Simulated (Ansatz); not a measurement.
The cation of C₂H₉GaOSi (`[CH3][Ga]([CH3])[O][SiH3]`) at the neutral geometry.

```yaml
crystal:
  periodic: [false, false, false]
  atoms:
    - {symbol: C, position_ang: [-1.053684, 1.593906, 0.577468]}
    - {symbol: Ga, position_ang: [0.245331, 0.128751, 0.629376]}
    - {symbol: C, position_ang: [1.511480, -0.490827, 1.982343]}
    - {symbol: O, position_ang: [0.303156, -0.883317, -0.862436]}
    - {symbol: Si, position_ang: [-0.411122, -0.992068, -2.314884]}
    - {symbol: H, position_ang: [-1.044557, 2.185989, 1.493247]}
    - {symbol: H, position_ang: [-0.839241, 2.250869, -0.268886]}
    - {symbol: H, position_ang: [-2.059332, 1.193086, 0.428303]}
    - {symbol: H, position_ang: [2.488350, -0.655372, 1.523376]}
    - {symbol: H, position_ang: [1.174016, -1.450131, 2.383178]}
    - {symbol: H, position_ang: [1.617192, 0.211909, 2.809314]}
    - {symbol: H, position_ang: [-1.113410, -2.298248, -2.455738]}
    - {symbol: H, position_ang: [-1.419176, 0.091739, -2.522101]}
    - {symbol: H, position_ang: [0.600997, -0.886285, -3.402541]}
basis:
  gaussian: {orbitals: def2-TZVPP}
total_charge: 1
magnetization: {spin_polarized: true, initial_magnetization: 1}
correlation: {method: ccsd_t}
scf: {omitted_lower_state_checks: [cluster_reference]}
```

```sh
$ ansatz run in.yaml --threads 2 --pin off --events-out ev --progress --plain --max-ram 22528MiB --backend cuda --devices 0, --max-vram 18GiB
```

Shortened log:

```
Functional definition: HF
1806 factors; integrals over basis functions are off by at most 9.8e-4 eV
mean field evaluation 1: about -64420.8512 eV, gradient 4.8e1 eV
mean field evaluation 2: about -64420.8572 eV, gradient 4.8e1 eV
mean field evaluation 4: about -64430.8505 eV, gradient 6.5e0 eV
mean field evaluation 8: about -64431.4984 eV, gradient 2.4e0 eV
mean field evaluation 16: about -64432.1032 eV, gradient 1.1e-1 eV
mean field evaluation 32: about -64432.2052 eV, gradient 5.7e-6 eV
mean field -64432.29078376 eV, -2367.8430125280 hartree, gradient 3.0e-6 eV, S^2 0.831508; 12 other end points of the search recorded, 0 dependent functions left out
17 core orbitals not correlated: weight in the atoms' cores, before any rotation towards them, 1.000 or more for the frozen orbitals, at most 0.000 for the correlated occupied ones
reference -64432.29078376 eV, -2367.8430125280 hartree; 20, 19 occupied and 272, 273 virtual orbitals, 1806 factors
second order -24.92410605 eV of doubles, -0.00000000 eV of singles
cycle   1  -25.22360416 eV  change   -3.0e-1 eV  update   1.5e-1
cycle   2  -26.01405100 eV  change   -7.9e-1 eV  update   5.3e-2
cycle   3  -26.24123874 eV  change   -2.3e-1 eV  update   4.6e-2
cycle   4  -26.27748084 eV  change   -3.6e-2 eV  update   2.5e-2
cycle   5  -26.27479139 eV  change    2.7e-3 eV  update   2.4e-2
cycle   6  -26.29343314 eV  change   -1.9e-2 eV  update   1.9e-2
cycle   7  -26.30614037 eV  change   -1.3e-2 eV  update   1.4e-2
cycle   8  -26.31614550 eV  change   -1.0e-2 eV  update   7.8e-3
cycle   9  -26.32043330 eV  change   -4.3e-3 eV  update   4.0e-3
cycle  10  -26.31951799 eV  change    9.2e-4 eV  update   2.0e-3
cycle  11  -26.31961065 eV  change   -9.3e-5 eV  update   1.4e-3
cycle  12  -26.32160479 eV  change   -2.0e-3 eV  update   6.3e-4
cycle  13  -26.32127355 eV  change    3.3e-4 eV  update   3.7e-4
cycle  14  -26.32176848 eV  change   -4.9e-4 eV  update   1.7e-4
cycle  15  -26.32173594 eV  change    3.3e-5 eV  update   1.2e-4
cycle  16  -26.32169407 eV  change    4.2e-5 eV  update   6.7e-5
cycle  17  -26.32165866 eV  change    3.5e-5 eV  update   3.9e-5
perturbative correction -1.07797341 eV, -0.0396147921 hartree
Total energy: -64459.69041583 eV, -2368.8499304344 hartree
Checks for a lower state left out: cluster_reference
```

Run time 27 s (2 threads of an AMD EPYC 7R13 on a shared host and a share of an NVIDIA H100 80 GB); peak host memory 1.8 GiB.
